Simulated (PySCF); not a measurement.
Input of a driver script around PySCF for `BrC(Br)(Br)Br`, coordinates in Å (PBE0-D3(BJ)/def2-SVP geometry):
```
{"job": {"kind": "eom", "basis": "aug-cc-pVDZ", "nee": 0}, "charge": 0, "multiplicity": 1}
Br     0.471030    -0.633091    -1.770801
C      0.003471    -0.000449    -0.002741
Br    -1.005339     1.644236    -0.154137
Br     1.617457     0.324168     1.013745
Br    -1.069079    -1.335060     0.899744
```

**Question.** What does the run print?

**Answer.** 
```
E(HF) = -10327.3740045506
E(MP2) = -10328.0993047277
E(CCSD) = -10328.1234635567
T1 diagnostic = 0.0080

EOM-IP-CCSD (eV)   Koopmans (eV)
  10.3416      11.2633
  10.3426      11.2643
  10.3436      11.2653
  11.1684      11.9922
  11.1695      11.9938
  11.1712      11.9954
  12.0395      13.0864
  12.0426      13.0900
```

Method used: CCSD and EOM-CCSD/aug-cc-pVDZ in PySCF, restricted Hartree–Fock reference, frozen core, non-relativistic, gas phase, PBE0-D3(BJ)/def2-SVP geometry. Each EOM-IP line stands beside −ε of the orbital with the largest one-hole amplitude.

**Question.** What correlation energies follow, and how does the T1 diagnostic stand?

**Answer.** MP2 -0.72530 Eh, CCSD -0.74946 Eh; CCSD lies 24.2 mEh below MP2. T1 = 0.0080, below the customary warning level of 0.02.

**Question.** Which orbital leads each EOM-IP root, and how large is the one-hole share of its vector?

**Answer.** 10.34 eV: HOMO, one-hole share 0.96; 10.34 eV: HOMO-1, one-hole share 0.96; 10.34 eV: HOMO-2, one-hole share 0.96; 11.17 eV: HOMO-3, one-hole share 0.96; 11.17 eV: HOMO-4, one-hole share 0.96; 11.17 eV: HOMO-5, one-hole share 0.96; 12.04 eV: HOMO-6, one-hole share 0.95; 12.04 eV: HOMO-7, one-hole share 0.95.

Hardware: one thread, Intel Xeon Platinum 8375C at 2.90 GHz (x86_64), shared host. Cost: 8.1 min of wall time, 3.1 GiB resident at most.
